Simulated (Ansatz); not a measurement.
# Redistribution: GaH2(CH3) + GaH(CH3)(NH2) → GaH2(NH2) + GaH(CH3)2

Gas-phase species: GaH2(CH3), singlet; GaH(CH3)(NH2), singlet; GaH2(NH2), singlet; GaH(CH3)2, singlet. The partners trade CH3 for NH2; both sit on Ga, so the bond types are kept.

Shapes, held fixed at every level: PBE0-D4/def2-TZVP. Programs: Ansatz 0.2.0. Electronic energies: no zero-point or thermal term.

| level | kind | ΔE (kJ/mol) | less CCSD(T)/def2-TZVPP |
| --- | --- | --- | --- |
| HF/def2-SVP | Hartree–Fock | +1.3 | +2.0 |
| SPW92/def2-TZVPP | LDA | -1.6 | -0.9 |
| B3LYP-D4/def2-TZVPP | global hybrid | -0.5 | +0.2 |
| MP2/def2-SVP | perturbation theory | -0.3 | +0.4 |
| CCSD/def2-SVP | coupled cluster or CI | -0.2 | +0.5 |
| CCSD/def2-TZVPP | coupled cluster or CI | -0.3 | +0.4 |
| CCSD(T)/def2-TZVPP | coupled cluster or CI | -0.7 | 0.0 |

The highest level, CCSD(T)/def2-TZVPP, gives ΔE = -0.7 kJ/mol; the levels span -1.6 to +1.3. That is about zero within the method's error. They disagree on the sign: 1 of 7 are positive. The column of differences is taken from that level and isn't an error. No measured value is set beside it here. Relativity is left out for Ga. Outer-core shells of Ga are correlated, in sets that cover them unevenly.
